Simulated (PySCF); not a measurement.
## Two-dimensional NMR puzzle

Compound of formula C$_{8}$H$_{12}$. Correlations simulated from computed shifts and the bond graph:

HSQC (one-bond C–H):
| δH | δC |
| --- | --- |
| 6.41 | 135.1 |
| 6.40 | 140.7 |
| 5.24 | 121.5 |
| 5.20 | 121.5 |
| 2.00 | 22.7 |
| 1.44 | 16.5 |
| 0.62 | 6.7 |
| 0.32 | 6.7 |

COSY cross peaks (H two or three bonds apart, from the bond graph; peaks can be absent where the dihedral angle is near 90°):
| δH | δH |
| --- | --- |
| 6.41 | 6.40 |
| 6.41 | 2.00 |
| 5.24 | 5.20 |
| 1.44 | 0.62 |
| 1.44 | 0.32 |
| 0.62 | 0.32 |

HMBC (two and three bonds, from the bond graph; two-bond peaks within aromatic rings are usually weak or absent):
| δH | δC |
| --- | --- |
| 6.41 | 155.8, 140.7, 22.7 |
| 6.40 | 155.8, 135.1, 121.5, 22.7, 16.5 |
| 5.24 | 155.8, 140.7, 16.5 |
| 5.20 | 155.8, 140.7, 16.5 |
| 2.00 | 140.7, 135.1 |
| 1.44 | 155.8, 140.7, 121.5, 6.7 |
| 0.62 | 155.8, 16.5, 6.7 |
| 0.32 | 155.8, 16.5, 6.7 |

Carbons without hydrogens: δ 155.8.

Calculated, not measured (PySCF): shieldings: GIAO PBE0/pcSseg-1, coordinates at the GFN2-xTB level. One averaged value for each set of equivalent atoms, a single conformation, isolated molecule, no relativistic terms.

Referencing at the same level of theory: 1H (σref 31.72) and 13C (σref 186.93) against TMS.

Exchangeable hydrogens are left out of these lists.

Task: Which molecule is this?

Result: SMILES C1C(C(=C)/C=C/C)C1.

Mapped SMILES: `[CH2:1]=[C:2](/[CH:3]=[CH:4]/[CH3:5])[CH:6]1[CH2:7][CH2:8]1`; H(Xn) means a hydrogen on atom n. Ha(C7), Ha(C8) are cis to C2 on the ring; Ha(C1) is cis to C3; Hb(C7), Hb(C8) are trans to C2 on the ring; Hb(C1) is trans to C3.

δC 155.8 is C2, a fully substituted alkene carbon. δC 140.7 is C3, an alkene CH (δH 6.40). δC 135.1 is C4, an alkene CH (δH 6.41). δC 121.5 is C1, a terminal =CH2 carbon (δH 5.24, 5.20). δC 22.7 is C5, an allylic methyl carbon (δH 2.00). δC 16.5 is C6, a three-membered-ring carbon (δH 1.44). δC 6.7 is C7/C8, a three-membered-ring carbon (δH 0.32, 0.62). HMBC from δH 6.41 reaches the proton-free carbon C2. HMBC from δH 6.40 reaches the proton-free carbon C2. HMBC from δH 5.24 reaches the proton-free carbon C2. HMBC from δH 5.20 reaches the proton-free carbon C2. COSY links 6.41–6.40, 6.41–2.00, 5.24–5.20, 1.44–0.62, 1.44–0.32, 0.62–0.32.

The shifts were computed for this structure.

Shifts are as computed. Against solution values, carbons near 30 ppm lie about +3 ppm off and those near 130 ppm about +5 ppm (rms about the fit 2.1 ppm; single classes can miss by 10 ppm). Of 1328 compounds with measured shifts, 309 miss one by over three times the rms of a fit or turn the order of signals round; such compounds aren't used in these exercises. Signals without a measured value on file couldn't be tested in this way; 1H shifts scatter by 0.2 ppm about their fit, and single ones miss by 0.5 ppm.
